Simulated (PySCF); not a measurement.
**How methods differ on the excitation energy of In²⁺**

In²⁺ [Kr] 4d10 5s1 (2S) → In²⁺ [Kr] 4d9 5s2 (2D), as a difference of total energies. Calculation: PySCF 2.14, in def2-TZVPPD with the def2 core potential (28 electrons) (7s5p4d2f, 56 functions); a scalar-relativistic core potential. Correlated levels: valence and next inner shell: nothing frozen outside the core potential. The calculations carry no spin-orbit coupling.

```json
{"method": "UHF", "excitation energy (eV)": "15.089"}
{"method": "MP2 (valence and next inner shell)", "excitation energy (eV)": "14.516"}
{"method": "SCS-MP2 (valence and next inner shell)", "excitation energy (eV)": "14.391"}
{"method": "CCSD (valence and next inner shell)", "excitation energy (eV)": "14.429"}
{"method": "CCSD(T) (valence and next inner shell)", "excitation energy (eV)": "14.399"}
```

Q: How much does correlation contribute at CCSD(T) (valence and next inner shell)?

A: 14.399 − (15.089) = -0.690 eV, measured against UHF.
